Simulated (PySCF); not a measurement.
**Spinor energies of Cd²⁺ (cadmium, charge +2)**

Start: [Kr] 4d10. Calculated with PySCF 2.14 in x2c-TZVPPall-2c (8s9p7d2f1g, 93 functions): generalised Hartree-Fock with the X2C-1e Hamiltonian and a Gaussian nucleus; one run each with spin-orbit coupling (SO) switched off, then screened by Boettger's factors.

| spinor shell | electrons | ε, spin-free (eV) | ε, screened SO (eV) | weight of nominal j (screened SO) | rms radius, screened SO (bohr) |
| --- | --- | --- | --- | --- | --- |
| 1s1/2 | 2 | -26864.7 | -26862.6 | 1.000 | 0.0348 |
| 2s1/2 | 2 | -4092.4 | -4091.8 | 1.000 | 0.142 |
| 2p1/2 | 2 | -3666.8 | -3800.2 | 1.000 | 0.124 |
| 2p3/2 | 4 | -3666.8 | -3605.6 | 1.000 | 0.128 |
| 3s1/2 | 2 | -815.74 | -815.60 | 1.000 | 0.381 |
| 3p1/2 | 2 | -672.73 | -697.35 | 1.000 | 0.375 |
| 3p3/2 | 4 | -672.73 | -661.38 | 1.000 | 0.386 |
| 3d3/2 | 4 | -449.47 | -453.72 | 1.000 | 0.362 |
| 3d5/2 | 6 | -449.47 | -446.51 | 1.000 | 0.365 |
| 4s1/2 | 2 | -147.39 | -147.37 | 1.000 | 0.944 |
| 4p1/2 | 2 | -103.33 | -107.56 | 1.000 | 1.01 |
| 4p3/2 | 4 | -103.33 | -101.39 | 1.000 | 1.04 |
| 4d3/2 | 4 | -38.066 | -38.560 | 1.000 | 1.34 |
| 4d5/2 | 6 | -38.066 | -37.735 | 1.000 | 1.36 |

```json
{"quantity": "E (hartree)", "spin-free": "-5589.93357", "screened SO": "-5591.05823"}
{"quantity": "M_J", "spin-free": "0", "screened SO": "0"}
{"quantity": "⟨J²⟩", "spin-free": "0.000", "screened SO": "0.000"}
{"quantity": "⟨L²⟩", "spin-free": "0.000", "screened SO": "0.016"}
{"quantity": "⟨S²⟩", "spin-free": "0.000", "screened SO": "0.016"}
```

Breit and QED terms are absent; they matter most for the inner s and p1/2 levels.

Densities and radii are taken from the X2C orbitals without a picture-change correction, which distorts them close to the nucleus.

Without spin-orbit coupling the j labels of p, d and f shells carry no meaning; the spin-free column gives the mean over the occupied spinors of each nl shell.
